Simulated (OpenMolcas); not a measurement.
Levels of neutral gallium by method

```yaml
Program: OpenMolcas
Basis: ANO-R3 [7s6p5d4f2g]
Scalar_Hamiltonian: X2C, finite nucleus
Active_space: 1 electron in 9 orbitals (RAS2 4p; RAS3 4d 5s, at most 1 electron)
State_averaging: 2S+1 = 2 odd, 3 roots; 2S+1 = 2 even, 1 root
Spin-orbit_coupling: RASSI with atomic mean-field integrals over the reference wave functions, term energies averaged over their components
```

Methods on the same reference wave functions:
A. RASSCF
B. SS-RASPT2, IPEA 0.25 Eh, imaginary shift 0.1 Eh (closed shells correlated: 3d 4s)
C. XMS-RASPT2, IPEA 0.25 Eh, imaginary shift 0.1 Eh (closed shells correlated: 3d 4s)

Energies in cm⁻¹ above 4s² 4p ²P°_1/2, the measured ground level; measured values from NIST Handbook of Basic Atomic Spectroscopic Data.

```tsv
Level	A	B	C	Measured
4s² 4p ²P°_1/2	0.0	0.0	0.0	0.0
4s² 4p ²P°_3/2	705	705	705	826
4s² 5s ²S_1/2	23967	25200	25950	24789
```

Deviations, from unrounded energies. A percentage is the sum of absolute deviations over the sum of measured energies, with the sign that they share, or ± where signs differ.

| Against measurement | Levels | A | B | C |
| --- | --- | --- | --- | --- |
| mean absolute deviation (cm-1) | 2 | 470 | 260 | 640 |
| fine structure of the ground term (%) | 1 | -14.6 | -14.6 | -14.6 |
| other configurations (%) | 1 | -3.3 | +1.6 | +4.7 |

B lies closest to measurement on these levels and C furthest from it. The largest miss of B in the table is 4s² 5s ²S_1/2, by +410 cm-1. The ranking rests on the paired levels alone, and a cruder setting can come out closer through cancelling errors.

Between B and C the level of the table that moves most is 4s² 5s ²S_1/2, by 750 cm-1 (lowest in B, highest in C). Moves below CASPT2's spread within the term are not significant.

The lowest spin-free term lies below A's lowest term by 0.549 hartree in B, 0.552 hartree in C.

CASPT2 breaks the degeneracy within a term, and the mean is taken; among the terms shown or strongly mixed into the levels shown the widest spread is 26 cm-1 (4s² 4p ²P°, C). ANO sets are built for valence states and can reach diffuse excited orbitals poorly, and with the s shell closed the s pⁿ⁺¹ terms that mix with these levels are absent. No level of 4s² 4d was computed, though it lies in the active space. With one active electron the reference holds no correlation, so core polarisation is missing (holds for A). With one active electron, CASPT2 adds the correlation within the correlated inactive shells and between them and that electron, and leaves the splitting within a term as the reference gives it (holds for B; C). Measured partners are found by configuration, term and J. A level has none where our copy of the source lacks it or the pairing is in doubt (some pairs that miss far off the trend of their configuration count as doubtful), and it then counts in no deviation. Levels of configurations outside the active space are missing.

° marks odd parity.
